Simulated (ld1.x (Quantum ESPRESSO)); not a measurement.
Which change was made? (K, TM)

potassium (K), norm-conserving Troullier–Martins (Kleinman–Bylander form), made with ld1.x (Quantum ESPRESSO) 7.5 (PBEsol, scalar-relativistic). Core [Ne], reference 3s2 3p6 3d0 4s0 4p0 (charge +1). Waves: 3s (bound): rc 1.75 bohr; 3p (bound): rc 2.10 bohr; 3d (bound, empty): rc 2.35 bohr. Local part: all-electron potential smoothed inside 1.40 bohr (lloc = -1). Core correction: none.

Cutoffs, loose and tight: the cutoffs (Ry, on a coarse ladder) from which the occupation-weighted sum of valence levels, in a spherical-Bessel basis at the reference potential, stays within 10 and 1 mRy of its value at 400 Ry. They do not see the model core or the augmentation charge, which bear on the density cutoff. Test errors are all-electron minus pseudo excitation energies from the reference, over the configurations 3s2 3p6 3d0 4s1 4p0; 3s2 3p6 3d0 4s0.5 4p0; 3s2 3p6 3d0 4s0 4p1; 3s2 3p5 3d0 4s1 4p0; 3s1 3p6 3d0 4s1 4p0; 3s2 3p6 3d0.5 4s0.5 4p0; 3s2 3p6 3d1 4s0 4p0; variants that change the core or the reference have their own tests.

The base gives: outcome: generated; cutoff, loose: 30 Ry; cutoff, tight: 55 Ry; bound ghosts: none; largest test error (meV): +213.

(1) After one change the result is: outcome: generated; cutoff, loose: 80 Ry; cutoff, tight: 110 Ry; bound ghosts: none; largest test error (meV): +65. Which change was it?
A. wave 3s (bound): rc 1.75 bohr becomes 3s (bound): rc 1.14 bohr
B. wave 3s (bound): rc 1.75 bohr becomes 3s (bound): rc 2.54 bohr
C. wave 3s (bound): rc 1.75 bohr becomes 3s (bound): rc 2.04 bohr
D. wave 3s (bound): rc 1.75 bohr becomes 3s (bound): rc 1.52 bohr

Answers

(1) A. The others give: wave 3s (bound): rc 1.75 bohr becomes 3s (bound): rc 2.54 bohr → outcome: generated; cutoff, loose: 25 Ry; cutoff, tight: 35 Ry; bound ghosts: none; largest test error (meV): +657 | wave 3s (bound): rc 1.75 bohr becomes 3s (bound): rc 2.04 bohr → outcome: generated; cutoff, loose: 25 Ry; cutoff, tight: 45 Ry; bound ghosts: none; largest test error (meV): +373 | wave 3s (bound): rc 1.75 bohr becomes 3s (bound): rc 1.52 bohr → outcome: generated; cutoff, loose: 45 Ry; cutoff, tight: 70 Ry; bound ghosts: none; largest test error (meV): +127.
